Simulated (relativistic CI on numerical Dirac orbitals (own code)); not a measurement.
**Line list: Electric-dipole lines, In XXXIX**

These numbers are calculated, not measured: Dirac-Coulomb-Breit CI, separate exchange-only KLI orbitals for each configuration, model QED (radiative potential, 1s self-energy scaled to tabulated hydrogen-like ionisation energies), unscaled Slater integrals (own radial code, finite nucleus).

CI space (outside the closed core [Ne]): 3s, 3p, 3d, 4s, 4p, 4d, 4f, 5s, 5p, 5d, 5f, 5g, 6s, 6p, 6d. Levels of other configurations are missing.

```
λ vac (nm)            Lower            Upper   A (s⁻¹)        gf  Branching (%)
   0.65187   3p 2P°_3/2 [3]   6d 2D_5/2 [26]  5.09e+12  1.95e-01           62.3
   0.73141   3p 2P°_1/2 [2]   5d 2D_3/2 [16]  7.31e+12  2.35e-01           61.2
   0.75463   3p 2P°_3/2 [3]   5d 2D_5/2 [17]  8.70e+12  4.46e-01           72.5
   0.80420    3d 2D_3/2 [4]  5f 2F°_5/2 [18]  1.15e+13  6.71e-01           63.0
   0.80988    3d 2D_5/2 [5]  5f 2F°_7/2 [19]  1.21e+13  9.55e-01           67.1
   0.98494    3s 2S_1/2 [1]   4p 2P°_3/2 [8]  6.29e+12  3.66e-01           80.0
    1.0027    3s 2S_1/2 [1]   4p 2P°_1/2 [7]  7.63e+12  2.30e-01           80.1
    1.0214   3p 2P°_1/2 [2]    4d 2D_3/2 [9]  1.32e+13  8.27e-01           82.4
    1.0650   3p 2P°_3/2 [3]   4d 2D_5/2 [10]  1.63e+13  1.66e+00           99.8
    1.0698   3p 2P°_3/2 [3]    4d 2D_3/2 [9]  2.78e+12  1.91e-01           17.3
    1.1543    3d 2D_3/2 [4]  4f 2F°_5/2 [11]  3.20e+13  3.83e+00           93.3
    1.1649    3d 2D_5/2 [5]  4f 2F°_7/2 [12]  3.39e+13  5.51e+00           99.9
    1.1673    3d 2D_5/2 [5]  4f 2F°_5/2 [11]  2.25e+12  2.76e-01            6.6
    1.1715   3p 2P°_3/2 [3]    4s 2S_1/2 [6]  5.67e+12  2.33e-01           70.1
    1.5786   4p 2P°_3/2 [8]   6d 2D_5/2 [26]  1.98e+12  4.45e-01           24.3
    2.2091    4s 2S_1/2 [6]  5p 2P°_3/2 [15]  1.36e+12  3.98e-01           20.8
    2.2539    4s 2S_1/2 [6]  5p 2P°_1/2 [14]  1.67e+12  2.54e-01           21.7
    2.2711   4p 2P°_1/2 [7]   5d 2D_3/2 [16]  2.43e+12  7.51e-01           20.3
    2.3554   4p 2P°_3/2 [8]   5d 2D_5/2 [17]  3.11e+12  1.55e+00           25.9
    2.5048    4d 2D_3/2 [9]  5f 2F°_5/2 [18]  5.56e+12  3.14e+00           30.4
    2.5256   4d 2D_5/2 [10]  5f 2F°_7/2 [19]  5.94e+12  4.55e+00           32.9
    2.6172   4p 2P°_3/2 [8]   5s 2S_1/2 [13]  1.89e+12  3.89e-01           28.8
    2.6372  4f 2F°_5/2 [11]   5g 2G_7/2 [20]  9.58e+12  7.99e+00           96.0
    2.6457  4f 2F°_7/2 [12]   5g 2G_9/2 [21]  9.89e+12  1.04e+01           99.5
    2.7224   4d 2D_5/2 [10]  5p 2P°_3/2 [15]  7.13e+11  3.17e-01           10.9
    4.1546   5s 2S_1/2 [13]  6p 2P°_3/2 [24]  4.20e+11  4.35e-01            8.8
    4.2462  5p 2P°_1/2 [14]   6d 2D_3/2 [25]  6.74e+11  7.29e-01            8.2
    4.3904  5p 2P°_3/2 [15]   6d 2D_5/2 [26]  8.83e+11  1.53e+00           10.8
    4.9111  5p 2P°_3/2 [15]   6s 2S_1/2 [22]  7.55e+11  5.46e-01           15.9
    5.0446   5d 2D_5/2 [17]  6p 2P°_3/2 [24]  3.45e+11  5.27e-01            7.2
    7.4196   3p 2P°_1/2 [2]    3d 2D_3/2 [4]  1.04e+11  3.44e-01           94.3
    8.7185    3s 2S_1/2 [1]   3p 2P°_3/2 [3]  9.03e+10  4.11e-01          100.0
    9.9839   3p 2P°_3/2 [3]    3d 2D_5/2 [5]  5.18e+10  4.65e-01          100.0
    19.192   4p 2P°_1/2 [7]    4d 2D_3/2 [9]  2.59e+10  5.72e-01            0.2
    21.279    4s 2S_1/2 [6]   4p 2P°_3/2 [8]  2.16e+10  5.87e-01            0.3
    26.062   4p 2P°_3/2 [8]   4d 2D_5/2 [10]  1.25e+10  7.65e-01            0.1
    38.932  5p 2P°_1/2 [14]   5d 2D_3/2 [16]  8.54e+09  7.76e-01            0.1
    42.370   5s 2S_1/2 [13]  5p 2P°_3/2 [15]  7.03e+09  7.57e-01            0.1
    50.855   4d 2D_5/2 [10]  4f 2F°_7/2 [12]  1.11e+09  3.45e-01            0.0
    53.012  5p 2P°_3/2 [15]   5d 2D_5/2 [17]  4.10e+09  1.04e+00            0.0
    68.724  6p 2P°_1/2 [23]   6d 2D_3/2 [25]  3.42e+09  9.68e-01            0.0
    74.205   6s 2S_1/2 [22]  6p 2P°_3/2 [24]  2.79e+09  9.23e-01            0.1
    90.667   5d 2D_3/2 [16]  5f 2F°_5/2 [18]  6.49e+08  4.80e-01            0.0
    93.674  6p 2P°_3/2 [24]   6d 2D_5/2 [26]  1.63e+09  1.29e+00            0.0
    102.46   5d 2D_5/2 [17]  5f 2F°_7/2 [19]  4.82e+08  6.07e-01            0.0
```

Terms are leading LS components. Brackets give the number of a level in order of energy, since labels repeat. The list gives strong lines, with weight on those to low levels, without lines whose two gauges differ by over a factor of 2.5. Levels whose partners in the same complex of configurations lie outside the list can be far off, and so can their lines. Rates are taken at the computed energies, electric ones in the length gauge.

At this charge energies of transitions that change n are usually good to better than 1 %, and those within a shell (Δn = 0) to a few per cent.

Task: From the table, what is the radiative lifetime of 6d 2D_5/2?

Result: The listed rates from this level add up to about 7.96e+12 s⁻¹, 97 % of its decay; with all channels τ = 1.22e-13 s.
